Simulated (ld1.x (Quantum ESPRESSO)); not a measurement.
# What one change does to a pseudopotential (rubidium (Rb), TM)

rubidium (Rb), norm-conserving Troullier–Martins (Kleinman–Bylander form), made with ld1.x (Quantum ESPRESSO) 7.5 (LDA (PZ), scalar-relativistic). Core [Ar] 3d10 4s2, reference 4p6 4d1 5s0 5p0. Waves: 5s (bound, empty): rc 4.00 bohr; 4p (bound): rc 1.75 bohr; 4d (bound): rc 4.20 bohr. Local part: the d channel. Core correction: Bessel-smoothed model core, default radius (core density twice the valence density).

All-electron outer shells of the reference configuration (LDA (PZ), scalar-relativistic, ld1.x):

| shell | level (eV) | outermost node (bohr) | outermost maximum (bohr) |
| --- | --- | --- | --- |
| 3d | -105.37 | – | 0.39 |
| 4s | -33.08 | 0.62 | 1.25 |
| 4p | -17.14 | 0.64 | 1.42 |
| 5s | -2.95 | 1.78 | 4.06 |
| 5p | -1.32 | 2.19 | 6.21 |
| 4d | -0.63 | 0.70 | 5.76 |

Change: core correction none.

Cutoffs: the cutoffs (Ry, on a coarse ladder) from which the occupation-weighted sum of valence levels, in a spherical-Bessel basis at the reference potential, stays within 10 and 1 mRy of its value at 400 Ry; they do not see the model core or the augmentation charge, which bear on the density cutoff. Errors are all-electron minus pseudo energies relative to the spin-unpolarised reference configuration.

Task: What does the change do?

Result: The potential gets neither clearly harder nor softer (30 Ry and 60 Ry → 30 Ry and 60 Ry); both files keep a bound ghost (s); of the 7 tests that both files solve, the error grows in 2 and shrinks in 2 by more than 15 % and 0.3 meV (median size 2.9 → 1.9 meV). The default core radius of the base comes out at 1.01 bohr.

| quantity | base | changed |
| --- | --- | --- |
| cutoff, loose | 30 Ry | 30 Ry |
| cutoff, tight | 60 Ry | 60 Ry |
| bound ghosts | s | s |
| tests counted (converged, no solver errors) | 7 of 8 | 7 of 8 |
| error for 4p6 4d0 5s1 5p0, meV [ΔE -2.32 eV] | -2.9 | -1.9 |
| error for 4p6 4d0 5s0 5p0, meV [ΔE 1.96 eV] | +6.7 | +9.0 |
| error for 4p6 4d0 5s0.5 5p0, meV [ΔE -0.66 eV] | +1.9 | +2.1 |
| error for 4p6 4d0 5s0 5p1, meV [ΔE -0.70 eV] | +17 | +18 |
| error for 4p6 4d0.5 5s0.5 5p0, meV [ΔE -1.16 eV] | -0.3 | -0.1 |
| error for 4p6 4d1 5s0 5p0 (spin-polarised), meV [ΔE -0.06 eV] | +0.3 | +1.0 |
| error for 4p6 4d0 5s1 5p0 (spin-polarised), meV [ΔE -2.44 eV] | -3.5 | -1.4 |
| s: phases at 4.57 bohr within 0.05 rad from the reference energy up to (Ry; the scan ends near 5) | 1.3 | 1.3 |
| p: phases at 4.57 bohr within 0.05 rad from the reference energy up to (Ry; the scan ends near 5) | -0.0 | -0.0 |
| d: phases at 4.57 bohr within 0.05 rad from the reference energy up to (Ry; the scan ends near 5) | 0.6 | 0.6 |

Base: Tests not counted: 4p5 4d0 5s1 5p0 (solver errors, printed error -2.5 eV). Changed file: Tests not counted: 4p5 4d0 5s1 5p0 (solver errors, printed error -2.4 eV). A true bound ghost makes a file unfit for plane-wave use even where its test errors are small: the radial tests pick states by their node count and pass the ghost by. Where a test does run into it, the solver fails or the error is huge.
